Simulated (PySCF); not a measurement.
C7H10OSi.
SMILES with atom numbers: `[CH:1]#[C:2][C:3]1=[CH:4][C@@H:5]([CH3:6])[Si@H:7]([OH:8])[CH2:9]1` (hydrogens: H10 on C1; H11 on C4; H12 on C5; H13, H14, H15 on C6; H16 on Si7; H17 on O8; H18, H19 on C9)

Computed with PySCF at wB97X-D/def2-SVPD, non-relativistic, on one gas-phase PBE0-D3(BJ)/def2-SVP geometry that isn't relaxed in the solvent. The solvent is an IEF-PCM continuum (cavity from Bondi-type radii × 1.2), and excitations are vertical TDDFT with non-equilibrium linear response and a frozen core. Only the electrostatic response of the medium enters.

Gas-phase singlets (H = HOMO, L = LUMO):

```
state  E (eV)  λ (nm)      f          leading configurations
   S1   5.516     225  0.155   H→L 44%, H-1→L 31%, H-2→L 14%
   S2   5.535     224  0.169   H→L 43%, H-1→L 30%, H-2→L 15%
   S3   6.171     201  0.000  H→L+4 43%, H→L+3 22%, H→L+6 8%
   S4   6.343     195  0.000            H-2→L 62%, H-1→L 30%
   S5   6.668     186  0.004            H→L+1 44%, H→L+2 39%
```

**Question.** What are the lowest 5 singlets in benzene (ε = 2.271)?

**Answer.** 
```tsv
state	E (eV)	λ (nm)	f	leading configurations	change by rank (eV)
S1	5.417	229	0.450	H→L 90%	-0.099
S2	5.579	222	0.003	H-1→L 49%, H-2→L 40%	+0.044
S3	6.159	201	0.000	H→L+3 37%, H→L+4 28%, H→L+2 10%	-0.012
S4	6.293	197	0.001	H-2→L 50%, H-1→L 41%	-0.050
S5	6.671	186	0.005	H→L+2 47%, H→L+1 36%	+0.003
```

**Question.** What are the lowest 5 singlets in water (ε = 78.36)?

**Answer.** 
```
state  E (eV)  λ (nm)      f           leading configurations  change by rank (eV)
   S1   5.471     227  0.420                          H→L 90%               -0.045
   S2   5.649     219  0.004             H-2→L 48%, H-1→L 40%               +0.114
   S3   6.150     202  0.000  H→L+3 48%, H→L+4 14%, H→L+2 12%               -0.021
   S4   6.245     199  0.001             H-1→L 46%, H-2→L 40%               -0.098
   S5   6.688     185  0.006             H→L+2 54%, H→L+1 30%               +0.020
```

**Question.** How do the frontier levels move from gas to water?

**Answer.** 
```tsv
orbital	gas (eV)	solvent (eV)	change (eV)
LUMO+2	2.27	2.32	+0.05
LUMO+1	1.81	2.02	+0.21
LUMO	0.93	0.95	+0.02
HOMO	-8.56	-8.57	-0.01
HOMO-1	-9.58	-9.51	+0.07
HOMO-2	-9.93	-9.97	-0.04
HOMO-3	-10.90	-10.85	+0.05
```

The HOMO–LUMO gap goes from 9.49 to 9.52 eV. Rows go by rank; for HOMO-1 the atom shares or the degeneracy differ between the runs, so the row needn't follow one orbital.
